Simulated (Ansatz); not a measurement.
Input file for Ansatz (a program for electronic structure): R-B3LYP/def2-TZVPP on ClH2NSi (SMILES N[Si]Cl), a point of a torsion scan.

Ansatz 0.2 input:
```yaml
crystal:
  periodic: [false, false, false]
  atoms:
    - {symbol: N, position_ang: [-0.78675912, -0.09546855, 0.20644360]}
    - {symbol: Si, position_ang: [0.71552063, -0.93162245, 0.37754765]}
    - {symbol: Cl, position_ang: [1.07604570, -0.50129964, 2.38138755]}
    - {symbol: H, position_ang: [-0.85908346, 0.89848685, 0.37739461]}
    - {symbol: H, position_ang: [-1.37530934, -0.33697319, -0.57748250]}
basis:
  gaussian:
    orbitals: def2-TZVPP
hamiltonian:
  xc: {name: B3LYP}
scf: {lower_state_search: off}
```

The log:

```
WARN ansatz: RAYON_NUM_THREADS=1 ignored (pool sized by the plan → 1); use --threads N
Functional definition: B3LYP
these checks for a lower state are left out or cut short: stability, starts, cluster_reference, orbital_swaps, neighbouring_geometries, increment
integrals: 0.06 GiB planned
877 factors; their error is unknown
mean field: 0.51 GiB planned
mean field evaluation 1: about -21918.2163 eV, gradient 6.6e1 eV
mean field evaluation 2: about -21885.4683 eV, gradient 1.2e2 eV
mean field evaluation 4: about -21926.2025 eV, gradient 7.5e0 eV
mean field evaluation 8: about -21926.3120 eV, gradient 1.7e-1 eV
mean field evaluation 16: about -21926.3477 eV, gradient 8.8e-5 eV
mean field -21926.34765351 eV, -805.7784140541 hartree, gradient 2.1e-6 eV, S^2 0.000000; 0 other end points of the search recorded, 0 dependent functions left out
reference -21926.34786733 eV, -805.7784219121 hartree; 20, 20 occupied and 123, 123 virtual orbitals, 877 factors
Total energy: -21926.34786733 eV, -805.7784219121 hartree
Checks for a lower state left out: stability, starts, cluster_reference, orbital_swaps, neighbouring_geometries, increment
```

The calculation finished and met its thresholds.

Cost: very roughly 1.3 core-seconds.
